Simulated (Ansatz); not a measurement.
```xyz
13

B    -1.286   -1.334   -1.105
C    -0.182   -0.308   -0.760
C     0.169   -0.087    0.703
C     1.090    1.085    0.952
Cl    0.329    2.639    0.494
H    -2.072   -1.702   -0.277
H    -1.413   -1.725   -2.230
H     0.716   -0.437   -1.376
H    -0.637    0.621   -1.163
H    -0.744    0.039    1.293
H     0.673   -0.976    1.101
H     2.005    1.010    0.364
H     1.352    1.175    2.005
```

The species carries charge 0 and has multiplicity 1.

(1) List the PBE/def2-TZVPP orbital energies in eV (the Gaussian-basis code of Ansatz). (An estimate is asked.)

## Answers

(1) Ansatz gave: Occupied: -2738.74, -270.47, -269.30, -268.72, -249.29, -190.06, -189.78, -189.77, -177.06, -21.46, -19.25, -16.94, -14.71, -12.25, -11.73, -11.06, -10.46, -10.05, -9.12, -8.50, -7.81, -7.72, -7.02, -6.95. Lowest empty: -2.35, -0.20, 0.46, 1.06, 1.28, 1.72, 1.98, 2.11.
